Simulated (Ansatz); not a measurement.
C2H8OSSi, SMILES `COCS[SiH3]`, relaxed with RKS PBE0-D4/def2-TZVP in the Gaussian-basis code of Ansatz from a PBE-D4/def2-SVP geometry. The force threshold is 0.005 eV/Å; the program also tests the step.

Charge 0, multiplicity 1.

Start:

```xyz
13

C     0.873    0.859    1.448
O    -0.343    0.186    1.158
C    -1.078    0.755    0.126
S    -0.300    0.604   -1.573
Si    0.072   -1.526   -1.515
H     0.689    1.914    1.758
H     1.551    0.866    0.564
H     1.357    0.315    2.281
H    -2.060    0.242    0.104
H    -1.232    1.853    0.255
H     1.254   -1.892   -0.660
H    -1.146   -2.252   -1.010
H     0.362   -1.925   -2.935
```

| step | energy (eV) | largest force (eV/Å) | largest move (Å) |
| --- | --- | --- | --- |
| 1 | -22955.0017 | 0.615 | 0.000 |
| 2 | -22955.0557 | 0.201 | 0.035 |
| 3 | -22955.0612 | 0.096 | 0.016 |
| 4 | -22955.0617 | 0.055 | 0.010 |
| 5 | -22955.0620 | 0.044 | 0.025 |
| 6 | -22955.0623 | 0.023 | 0.013 |
| 7 | -22955.0624 | 0.032 | 0.019 |
| 8 | -22955.0626 | 0.033 | 0.021 |
| 9 | -22955.0627 | 0.015 | 0.022 |
| 10 | -22955.0627 | 0.009 | 0.010 |
| 11 | -22955.0627 | 0.003 | 0.001 |

End:

```xyz
13

C     0.881    0.907    1.463
O    -0.292    0.185    1.170
C    -1.036    0.713    0.130
S    -0.258    0.576   -1.532
Si    0.038   -1.536   -1.542
H     0.646    1.946    1.725
H     1.572    0.903    0.613
H     1.350    0.418    2.316
H    -1.984    0.175    0.112
H    -1.224    1.786    0.260
H     1.164   -1.961   -0.673
H    -1.205   -2.218   -1.095
H     0.349   -1.894   -2.949
```

Run time 37 s (4 threads of an AMD EPYC 7R43 on a shared host); peak host memory 0.64 GiB.
